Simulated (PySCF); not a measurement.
`C[CH2][Al]([Cl])[Cl]`, C2H5AlCl2

Geometry:
```tsv
atom	x (Å)	y (Å)	z (Å)
C1	-1.285	0.412	0.128
C2	-0.216	-0.552	-0.401
Al3	1.649	-0.055	0.152
Cl4	2.009	1.599	1.282
Cl5	3.233	-1.202	-0.413
H6	-1.100	1.426	-0.224
H7	-1.280	0.435	1.217
H8	-2.279	0.110	-0.203
H9	-0.277	-0.598	-1.495
H10	-0.445	-1.571	-0.065
```

Theory: GIAO PBE0/aug-pcSseg-1 magnetisability, rotational g tensor and spin-rotation constants, non-relativistic, gas phase (PySCF 2.14.0). Geometry: GFN2-xTB.

Q: Give the nuclear spin-rotation constants along the inertial axes (H = +C I·J) beside the isotropic shieldings.

A: Rotational constants 2.6480, 1.6735, 1.0384 GHz. A star marks the isotopologue with that one atom substituted, in its own axes.
| atom | isotope | Caa (kHz) | Cbb (kHz) | Ccc (kHz) | mean (kHz) | σ (ppm) |
| --- | --- | --- | --- | --- | --- | --- |
| Al3 | 27Al | 1.757 | 1.074 | 0.731 | 1.188 | 367.1 |
| Cl4 | 35Cl | 0.590 | 0.137 | 0.116 | 0.281 | 911.1 |
| Cl5 | 35Cl | 0.205 | 0.372 | 0.145 | 0.241 | 898.3 |
| H6 | 1H | -0.273 | -0.116 | -0.025 | -0.138 | 30.5 |
| H7 | 1H | -0.275 | -0.125 | -0.019 | -0.140 | 30.5 |
| H8 | 1H | -0.138 | -0.057 | -0.110 | -0.102 | 30.2 |
| H9 | 1H | -0.304 | -0.102 | -0.031 | -0.146 | 30.7 |
| H10 | 1H | -0.303 | -0.095 | -0.035 | -0.144 | 30.7 |
| C1 | 13C* | 0.336 | 0.225 | 0.139 | 0.233 | 174.6 |
| C2 | 13C* | 0.297 | 0.240 | 0.138 | 0.225 | 176.6 |

For the geometry as given, no vibrational averaging.

Q: How do the rotational constants and the g tensor change when H6, H7, H8, H9, H10 are replaced by deuterium?

A: Constants 2.4554, 1.4974, 0.9517 GHz; g -0.0061, -0.0074, -0.0074, against -0.0056, -0.0087, -0.0079 before.
